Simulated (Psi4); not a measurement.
Method: SAPT0/jun-cc-pVDZ, frozen core (Psi4 1.11).

Psi4 input:

```
molecule {
0 1
Be 0.00000028 -0.00000047 0.00000074
F 1.24779578 -0.16999862 -0.56514955
F -1.24779607 0.16999909 0.56514882
--
0 1
C 1.16447325 0.71537550 2.35639736
C 1.02783966 -0.59877347 2.45066367
H 0.39049513 1.39430670 2.69336388
H 2.05596887 1.16698228 1.93828765
H 1.80183838 -1.27767695 2.11369001
H 0.13635000 -1.05039701 2.86876835
units angstrom
symmetry c1
no_reorient
no_com
}
set basis jun-cc-pvdz
set scf_type df
set freeze_core true
energy('sapt0')
```

Part of the output:

```
    SAPT Results
  --------------------------------------------------------------------------------------------------------
    Electrostatics                -16.98586978 [mEh]     -10.65879421 [kcal/mol]     -44.59639497 [kJ/mol]
      Elst10,r                    -16.98586978 [mEh]     -10.65879421 [kcal/mol]     -44.59639497 [kJ/mol]

    Exchange                       22.03850972 [mEh]      13.82937364 [kcal/mol]      57.86209931 [kJ/mol]
      Exch10                       22.03850972 [mEh]      13.82937364 [kcal/mol]      57.86209931 [kJ/mol]
      Exch10(S^2)                  21.75606293 [mEh]      13.65213560 [kcal/mol]      57.12053536 [kJ/mol]

    Induction                      -5.61127060 [mEh]      -3.52112546 [kcal/mol]     -14.73238894 [kJ/mol]
      Ind20,r                     -20.11966317 [mEh]     -12.62527925 [kcal/mol]     -52.82416837 [kJ/mol]
      Exch-Ind20,r                 15.69889534 [mEh]       9.85120555 [kcal/mol]      41.21744404 [kJ/mol]
      delta HF,r (2)               -1.19050277 [mEh]      -0.74705177 [kcal/mol]      -3.12566460 [kJ/mol]

    Dispersion                     -4.32224496 [mEh]      -2.71224966 [kcal/mol]     -11.34805259 [kJ/mol]
      Disp20                       -5.64176799 [mEh]      -3.54026286 [kcal/mol]     -14.81245982 [kJ/mol]
      Exch-Disp20                   1.31952303 [mEh]       0.82801320 [kcal/mol]       3.46440723 [kJ/mol]
      Disp20 (SS)                  -2.82088400 [mEh]      -1.77013143 [kcal/mol]      -7.40622991 [kJ/mol]
      Disp20 (OS)                  -2.82088400 [mEh]      -1.77013143 [kcal/mol]      -7.40622991 [kJ/mol]
      Exch-Disp20 (SS)              0.80353254 [mEh]       0.50422428 [kcal/mol]       2.10967438 [kJ/mol]
      Exch-Disp20 (OS)              0.51599049 [mEh]       0.32378892 [kcal/mol]       1.35473284 [kJ/mol]

  Total HF                         -0.55863066 [mEh]      -0.35054603 [kcal/mol]      -1.46668460 [kJ/mol]
  Total SAPT0                      -4.88087563 [mEh]      -3.06279570 [kcal/mol]     -12.81473720 [kJ/mol]
```
